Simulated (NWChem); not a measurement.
Program: NWChem. System: CAuClO, charge 0, spin multiplicity 1, at a geometry optimised with PBE/def2-SVP with def2 effective core potentials on Au. The structure started from a generated list of species.

The NWChem input:

```
start mol
memory heap 200 mb stack 700 mb global 1700 mb
geometry units angstroms nocenter noautoz
  Au     0.000000     0.000000    -0.024670
  Cl     0.000000     0.000000     2.235564
  O      0.000000     0.000000    -3.068191
  C      0.000000     0.000000    -1.918359
  symmetry group C2v
end
basis spherical
  * library def2-qzvp
end
ecp
  Au library def2-ecp
end
basis "ri basis" bse spherical
  * library def2-qzvp-rifit
end
dft
  xc xpbe96 cpbe96
  iterations 100
  direct
  tolerances tight
end
task dft energy
gw
  method cdgw
  states alpha occ 4 vir 2
end
task dft gw
```

The output up to the point where the run's verdict is printed (cleaned and shortened):

```
             Northwest Computational Chemistry Package (NWChem) 7.3.0
             --------------------------------------------------------

                                NWChem Input Module
                                -------------------

 Scaling coordinates for geometry "geometry" by  1.889725989
 (inverse scale =  0.529177249)

 Turning off AUTOSYM since
 SYMMETRY directive was detected!

                             Geometry "geometry" -> ""
                             -------------------------

 Output coordinates in angstroms (scale by  1.889725989 to convert to a.u.)

  No.       Tag          Charge          X              Y              Z
 ---- ---------------- ---------- -------------- -------------- --------------
    1 Au                  79.0000     0.00000000     0.00000000    -0.02467000
    2 Cl                  17.0000     0.00000000     0.00000000     2.23556400
    3 O                    8.0000     0.00000000     0.00000000    -3.06819100
    4 C                    6.0000     0.00000000     0.00000000    -1.91835900

 Effective nuclear repulsion energy (a.u.)     605.4254066287

            Nuclear Dipole moment (a.u.)
            ----------------------------
        X                 Y               Z
 ---------------- ---------------- ----------------
     0.0000000000     0.0000000000    -0.0000453534

      Symmetry information
      --------------------

 Group name             C2v
 Group number             16
 Group order               4
 No. of unique centers     4

      Symmetry unique atoms

     1    2    3    4


 Summary of "ao basis" -> "" (spherical)
 ------------------------------------------------------------------------------
       Tag                 Description            Shells   Functions and Types
 ---------------- ------------------------------  ------  ---------------------
 *                         def2-qzvp                  on all atoms

 Summary of "ri basis" -> "" (spherical)
 ------------------------------------------------------------------------------
       Tag                 Description            Shells   Functions and Types
[...]
    29     -0.144828  1 Au d -1              89      0.145367  2 Cl py
    34     -0.096995  1 Au d -1              24     -0.090699  1 Au d -1
    18      0.066469  1 Au py               151     -0.062122  3 O  py

 Vector   26  Occ=0.000000D+00  E=-1.255073D-01  Symmetry=b2
              MO Center= -8.8D-17, -6.0D-16, -1.5D+00, r^2= 3.1D+00
   Bfn.  Coefficient  Atom+Function         Bfn.  Coefficient  Atom+Function
  ----- ------------  ---------------      ----- ------------  ---------------
   214      0.353928  4 C  py               211      0.265800  4 C  py
   208      0.260259  4 C  py               160     -0.216396  3 O  py
    18      0.209810  1 Au py               151     -0.209871  3 O  py
   154     -0.201570  3 O  py               157     -0.200146  3 O  py
   217      0.193059  4 C  py                29      0.165158  1 Au d -1

 Vector   27  Occ=0.000000D+00  E=-1.255073D-01  Symmetry=b1
              MO Center=  1.0D-15,  6.2D-17, -1.5D+00, r^2= 3.1D+00
   Bfn.  Coefficient  Atom+Function         Bfn.  Coefficient  Atom+Function
  ----- ------------  ---------------      ----- ------------  ---------------
   213      0.353928  4 C  px               210      0.265800  4 C  px
   207      0.260259  4 C  px               159     -0.216396  3 O  px
    17      0.209810  1 Au px               150     -0.209871  3 O  px
   153     -0.201570  3 O  px               156     -0.200146  3 O  px
   216      0.193059  4 C  px                31     -0.165158  1 Au d  1

 Vector   28  Occ=0.000000D+00  E=-3.946170D-02  Symmetry=a1
              MO Center=  5.7D-15,  1.5D-14,  5.4D-01, r^2= 6.0D+00
   Bfn.  Coefficient  Atom+Function         Bfn.  Coefficient  Atom+Function
  ----- ------------  ---------------      ----- ------------  ---------------
   206      1.110242  4 C  s                  6     -0.840617  1 Au s
     7     -0.564776  1 Au s                149     -0.521716  3 O  s
    81      0.412694  2 Cl s                205      0.388031  4 C  s
     3      0.302654  1 Au s                  5     -0.300504  1 Au s
    22     -0.293568  1 Au pz                99     -0.276248  2 Cl pz

 center of mass
 --------------
 x =   0.00000000 y =   0.00000000 z =   0.00887093

 moments of inertia (a.u.)
 ------------------
        1319.914032025693           0.000000000000           0.000000000000
           0.000000000000        1319.914032025693           0.000000000000
           0.000000000000           0.000000000000           0.000000000000

     Multipole analysis of the density
     ---------------------------------

     L   x y z        total         alpha         beta         nuclear
     -   - - -        -----         -----         ----         -------
     0   0 0 0     -0.000000    -25.000000    -25.000000     50.000000

     1   1 0 0     -0.000000     -0.000000     -0.000000      0.000000
     1   0 1 0     -0.000000     -0.000000     -0.000000      0.000000
     1   0 0 1     -1.272807     -2.034967     -2.034967      2.797127

     2   2 0 0    -34.471897    -17.235948    -17.235948      0.000000
     2   1 1 0     -0.000000     -0.000000     -0.000000      0.000000
     2   1 0 1     -0.000000     -0.000000     -0.000000      0.000000
     2   0 2 0    -34.471897    -17.235948    -17.235948      0.000000
     2   0 1 1      0.000000      0.000000      0.000000      0.000000
     2   0 0 2    -37.527706   -344.381046   -344.381046    651.234386

 Task  times  cpu:      229.7s     wall:      229.7s

                                NWChem Input Module
                                -------------------

                                 NWChem GW Module
                                 ----------------

                             ***********************
                             ***        GW       ***
                             ***********************

  bas_tag_lib: failed to locate basis au_def2-qzvp-rifit in file libraries.bse/
```

The run crashed. NWChem stopped with the message: bas_tag_lib: no such basis available.
